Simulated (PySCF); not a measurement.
cyclohexasilane (H₁₂Si₆), SMILES [SiH2]1[SiH2][SiH2][SiH2][SiH2][SiH2]1. The structure is a stationary point at B3LYP-D3(BJ)/def2-SVP.

Computed equilibrium geometry at B3LYP-D3(BJ)/def2-SVP (PySCF confirms it by a frequency run) as Cartesian coordinates in Å, and its point group:
point group D3d.
```xyz
18

Si    -1.9151    -1.1057    -0.4030
Si    -1.9151     1.1057     0.4030
Si     0.0000     2.2114    -0.4030
Si     1.9151     1.1057     0.4030
Si     1.9151    -1.1057    -0.4030
Si     0.0000    -2.2114     0.4030
H     -1.8624    -1.0753    -1.8969
H     -3.1591    -1.8239     0.0109
H     -3.1591     1.8239    -0.0109
H     -1.8624     1.0753     1.8969
H      0.0000     2.1506    -1.8969
H      0.0000     3.6478     0.0109
H      3.1591     1.8239    -0.0109
H      1.8624     1.0753     1.8969
H      3.1591    -1.8239     0.0109
H      1.8624    -1.0753    -1.8969
H      0.0000    -2.1506     1.8969
H      0.0000    -3.6478    -0.0109
```
